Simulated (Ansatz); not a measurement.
`C[S][Mg][NH2]` from Hartree–Fock to CCSD(T)

```tsv
atom	x (Å)	y (Å)	z (Å)
C1	1.1139	-0.8481	-1.6427
S2	1.6721	-0.6470	0.0853
Mg3	-0.1227	0.3233	1.1205
N4	-1.6007	1.1221	1.9673
H5	0.2503	-1.5086	-1.7175
H6	0.8818	0.1086	-2.1104
H7	1.9374	-1.3032	-2.1930
H8	-2.3609	0.6413	2.4244
H9	-1.7713	2.1116	2.0660
```

Total charge 0; spin multiplicity 1. Correlated methods include outer-core shells of Mg, which these sets cover unevenly. The structure was optimised at the PBE0-D4/def2-TZVP level. It is one conformer, not always the lowest. Frozen core, restricted reference, Ansatz 0.2.0. CBS rows extrapolate triple and quadruple zeta; past MP2 they add the triple-zeta difference. For Mg the program correlates outer-core shells too, which these sets cover unevenly, so the extrapolated numbers aren't a true limit.

```csv
basis,HF (Eh),MP2 corr.,CCSD corr.,(T),CCSD(T) total
def2-SVP,-692.15235,-0.48717,-0.52817,-0.01455,-692.69507
def2-TZVPP,-692.47504,?,-0.81438,?,?
def2-QZVPP,?,?,–,–,–
CBS(def2),-692.50374,-0.91997,-0.96138,as TZ,-693.49300
```

Task: Fill in the withheld values. (Best estimate.)

Result: Ansatz gave: def2-TZVPP MP2 corr.: -0.77298; def2-TZVPP (T): -0.02788; def2-TZVPP CCSD(T) total: -693.31730; def2-QZVPP HF (Eh): -692.50027; def2-QZVPP MP2 corr.: -0.85742.
